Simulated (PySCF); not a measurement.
Compound: C3H5GeNSe.
Bonds: Ge1–C2, C2–C3 (aromatic), C3–C4 (aromatic), C4–Se5 (aromatic), Se5–N6 (aromatic), C2–N6 (aromatic). Hydrogens: H7, H8, H9 on Ge1; H10 on C3; H11 on C4.

Computed with PBE0-D3(BJ)/def2-SVP geometry optimisation, gas phase (PySCF 2.14.0).

Question: What internal coordinates does the optimisation give?

Answer: 
```csv
bond,length (Å),order
Ge1–C2,1.959,single
C2–C3,1.437,aromatic
C3–C4,1.366,aromatic
C4–Se5,1.844,aromatic
Se5–N6,1.815,aromatic
C2–N6,1.310,aromatic
"Ge1–H7, Ge1–H8, Ge1–H9",1.538,single
C3–H10,1.092,single
C4–H11,1.091,single
```

Bonds in one row agree within 0.01 Å and their mean is given. Orders are formal, as drawn. A selection of angles:
```csv
angle,degrees
C2–Ge1–H7,109.2
H7–Ge1–H8,110.5
H7–Ge1–H9,108.3
H8–Ge1–H9,110.4
Ge1–C2–C3,124.6
Ge1–C2–N6,117.1
C3–C2–N6,118.3
C2–C3–C4,112.8
C2–C3–H10,123.7
C4–C3–H10,123.6
C3–C4–Se5,109.4
C3–C4–H11,127.2
Se5–C4–H11,123.4
C4–Se5–N6,90.0
C2–N6–Se5,109.5
```

The C–C distances run from 1.366 Å (C3–C4, aromatic) to 1.437 Å (C2–C3, aromatic), a spread of 0.071 Å. Ge1 (germanium bonded to C and 3 H) is tetrahedral (angles from 108.3° to 110.5°). The 6 heavy atoms lie in one plane (0.003 Å rms). The 5-membered ring C2–C3–C4–Se5–N6 has internal angles of 90.0° to 118.3°; it is planar, 0.00 Å rms from its mean plane, widest ring torsion 0°.

Point group: near Cs, missed by 0.29 Å at most; the miss may be what the optimiser left on a soft mode. PBE0-D3(BJ)/def2-SVP frequencies: not computed here.
